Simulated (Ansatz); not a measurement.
C3H10BClOSi, singlet, at a GFN2-xTB geometry; CASSCF(4,5)/STO-3G run with Ansatz (a program for electronic structure).

The Ansatz input:
Ansatz 0.2 input:
```yaml
crystal:
  periodic: [false, false, false]
  atoms:
    - {symbol: B, position_ang: [0.77002865, -0.09547827, 0.81341264]}
    - {symbol: Cl, position_ang: [0.16636541, -1.14287286, 2.10279384]}
    - {symbol: O, position_ang: [1.97501217, 0.43622596, 0.96474401]}
    - {symbol: H, position_ang: [2.47907950, 0.23872815, 1.75986251]}
    - {symbol: Si, position_ang: [-0.32749075, 0.29594025, -0.80639554]}
    - {symbol: C, position_ang: [0.68860006, 1.18223468, -2.16294613]}
    - {symbol: C, position_ang: [-1.81356513, 1.42719825, -0.36925563]}
    - {symbol: C, position_ang: [-1.05677606, -1.30066334, -1.57560097]}
    - {symbol: H, position_ang: [0.07596756, 1.42749693, -3.02466096]}
    - {symbol: H, position_ang: [1.11704241, 2.10670316, -1.78875235]}
    - {symbol: H, position_ang: [1.50982612, 0.56224209, -2.50919872]}
    - {symbol: H, position_ang: [-1.48256899, 2.38729397, 0.01609507]}
    - {symbol: H, position_ang: [-2.44482012, 0.97115443, 0.38781814]}
    - {symbol: H, position_ang: [-2.43266337, 1.61886834, -1.23998633]}
    - {symbol: H, position_ang: [-1.65214564, -1.84721831, -0.85019267]}
    - {symbol: H, position_ang: [-0.27521229, -1.96927106, -1.92501001]}
    - {symbol: H, position_ang: [-1.69764057, -1.07535631, -2.42213136]}
basis:
  gaussian:
    orbitals: STO-3G
hamiltonian:
  xc: hf
magnetization: {spin_polarized: false}
correlation: {active_space: {window: {electrons: 4, orbitals: 5}}}
```

What the program printed (banner, timings and long lists left out):

```
Functional definition: HF
686 factors; integrals over basis functions are off by at most 5.6e-5 eV
mean field evaluation 1: about -26027.9030 eV, gradient 2.5e1 eV
mean field evaluation 2: about -26028.1152 eV, gradient 2.5e1 eV
mean field evaluation 4: about -26030.6025 eV, gradient 2.1e0 eV
mean field evaluation 8: about -26030.6207 eV, gradient 3.0e-4 eV
mean field -26030.62070349 eV, -956.6076666650 hartree, gradient 1.1e-6 eV, S^2 0.000000; 0 other end points of the search recorded, 0 dependent functions left out
reference -26030.62070349 eV, -956.6076666650 hartree; 36, 36 occupied and 17, 17 virtual orbitals, 686 factors
state -26031.65330914 eV, -956.6456142226 hartree
Total energy: -26031.65330914 eV, -956.6456142226 hartree
```
